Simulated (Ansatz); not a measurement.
The same ligand exchange along the group O, S, Se.

Program: Ansatz. Geometries: PBE0-D4/def2-TZVP. ΔE: electronic, gas phase. CCSD(T)/CBS is the MP2 limit (def2-TZVPP, def2-QZVPP) plus CCSD(T) − MP2 in def2-TZVPP, frozen cores. This one scheme is used for every species. For Ge, Se outer-core shells are correlated without core-valence functions, which leaves a few kJ/mol of doubt a bond. Scalar relativity is left out up to krypton. One conformer a species, not always the lowest.

```tsv
reaction	CCSD(T)/CBS(def2) (kJ/mol)
`[OH][Ge]([F])([F])[Cl]` + H–F → `[OH][Ge]([F])([F])[F]` + HCl	12
`[F][Ge]([F])([SH])[Cl]` + H–F → `[F][Ge]([F])([F])[SH]` + HCl	10
`[F][Ge]([F])([Cl])[SeH]` + H–F → `[F][Ge]([F])([F])[SeH]` + HCl	?
```

(1) Fill in the missing values. (An estimate is asked.)

Largest T1 diagnostic: 0.012, for `[F][Ge]([F])([F])[SH]`.

## Answers

(1) Computed: `[F][Ge]([F])([Cl])[SeH]` + H–F → `[F][Ge]([F])([F])[SeH]` + HCl: +10.7 kJ/mol.
